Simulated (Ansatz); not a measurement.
**Cost against result**

Saddle point of InSiH4Cl, singlet (InSiH₄Cl ([SiH3][InH][Cl]) → InCl + SiH₄; bonds formed: Si2–H3; bonds broken: In1–Si2, In1–H3), PBE0-D4/def2-TZVP structure:

```csv
atom,x (Å),y (Å),z (Å)
In1,-1.1000,-0.7080,0.6631
Si2,0.6554,0.8040,-0.3443
H3,0.5548,-1.0326,-0.5029
Cl4,-2.5373,-2.3794,1.4216
H5,-0.1703,0.6883,-1.5843
H6,1.4807,0.3898,0.8300
H7,1.1167,2.2378,-0.4833
```

Barriers are electronic and count from the start structure reached by relaxing down the imaginary mode.

Computed with Ansatz 0.2.0 (basis: as named in each row); correlated methods freeze the cores. Filled d shells of the heavier atoms are correlated. Core potentials replace the inner electrons of the atoms past krypton. The def2 sets are not built for correlating such inner shells, so the correlated values are less sure here. B3LYP uses VWN-RPA correlation. Extrapolation: Hartree–Fock as exp(−7.88 √X), correlation as X^−2.97.

Times are rough, for one single point on 4 threads of a shared host (Arm Neoverse V2).

The estimate by CCSD(T) at an estimated basis limit (MP2 extrapolated from triple and quadruple zeta, plus CCSD(T) − MP2 in triple zeta) is 51.64 kcal/mol.

```csv
method,basis,time (s),barrier (kcal/mol),method less estimate
SPW92,def2-SVP,under 1,44.64,-7.00
PBE-D4,def2-SVP,under 1,45.80,-5.84
SPW92,def2-TZVPP,under 1,42.54,-9.10
PBE0-D4,def2-SVP,under 1,51.23,-0.41
PBE-D4,def2-TZVPP,1,43.70,-7.94
BLYP-D4,def2-TZVPP,1,45.57,-6.07
CCSD(T),def2-SVP,1,57.26,5.62
B3LYP-D4,def2-TZVPP,2,49.67,-1.97
BHLYP-D4,def2-TZVPP,2,55.67,4.03
PBE0-D4,def2-TZVPP,2,48.96,-2.68
CAM-B3LYP-D4,def2-TZVPP,2,54.31,2.67
r2SCAN-D4,def2-TZVPP,3,48.04,-3.60
B2PLYP,def2-TZVPP,3,51.34,-0.30
RPA on PBE,def2-TZVPP,3,51.10,-0.54
r2SCAN0-D4,def2-TZVPP,3,51.25,-0.39
PBE-QIDH,def2-TZVPP,3,52.91,1.27
wB97M-V,def2-SVP,4,55.15,3.51
wB97X-V,def2-TZVPP,5,55.54,3.90
B97M-V,def2-TZVPP,6,47.13,-4.51
wB97M-V,def2-TZVPP,6,52.79,1.15
MP2,def2-QZVPP,8,51.63,-0.01
CCSD(T),def2-TZVPP,35,52.89,1.26
```

All methods are single points on the PBE0-D4 structures.

No T1 diagnostic of these runs exceeds 0.017.

Losses and insertions of silylenes and their heavier kin drive the gas-phase chemistry of silicon and germanium vapour deposition.

Labels in which every atom is bracketed show which atoms are joined, not bond orders.
